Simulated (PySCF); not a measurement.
Si(F)(Br)(OH)(NH2) (BrFH3NOSi), SMILES N[Si](O)(F)Br.

Geometry: PBE0-D3(BJ)/def2-SVP. The structure was generated by enumeration, and PubChem lists no compound with its InChIKey, so it may never have been made. The values are those of a single conformer.

Two levels are set side by side: PBE/def2-TZVP (PySCF) and PBE0/def2-TZVP (PySCF). Same geometry, gas phase. Differences are taken from unrounded values.

```json
[
 {"quantity": "orbital gap (eV)", "PBE0": "8.33", "PBE": "5.99", "PBE minus PBE0": "-2.34"},
 {"quantity": "highest occupied level (eV)", "PBE0": "-8.11", "PBE": "-6.68", "PBE minus PBE0": "1.43"},
 {"quantity": "lowest empty level (eV)", "PBE0": "0.22", "PBE": "-0.69", "PBE minus PBE0": "-0.91"},
 {"quantity": "dipole moment (D)", "PBE0": "3.14", "PBE": "3.07", "PBE minus PBE0": "-0.07"},
 {"quantity": "mean polarisability (bohr³)", "PBE0": "51.5", "PBE": "53.9", "PBE minus PBE0": "2.4"}
]
```

Without exact exchange PBE keeps part of each electron's self-repulsion, which lifts occupied levels and narrows the gap. Loosely held outer electrons make PBE densities more polarisable. Differences between two approximate levels are no errors against the true value.

Rough cost on one machine, each run with all the roots and properties that it gave: PBE0 against PBE within a factor of 2.
